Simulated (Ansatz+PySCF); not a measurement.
The numbers below are computed, except where a source is named.
Several solutions for doublet NiCl

```xyz
2

Ni    0.0000    0.0000    0.0000
Cl    0.0000    0.0000    2.1434
```

Basis set: def2-SVP (spherical functions). Charge 0, multiplicity 2.

PBE0 (unrestricted) was run from several starts with Ansatz (development build ahead of 0.2.0) and PySCF 2.14.0.

```
run  program                        start  converged  energy (hartree)  <S²>
  A   Ansatz      stability test followed        yes       -1967.77925  0.97
  B   Ansatz  search for the lowest state        yes       -1967.77925  0.97
  C    PySCF             program defaults         no                 –     –
  D   Ansatz      stability test followed        yes       -1967.77926     –
  E   Ansatz      atomic start, no search        yes       -1967.77322  0.98
```

Task: Which runs reached the lowest solution of this kind, and what is wrong with the others?

Result: A, B, D reached the lowest solution found. Converged but too high: E by 0.16 eV. Convergence only shows a stationary point, and even a stable one can lie too high; stability tests and further starts are what find lower ones. Not converged: C. Caution: another spin multiplicity may lie lower. Caution: the unrestricted determinant is spin contaminated.
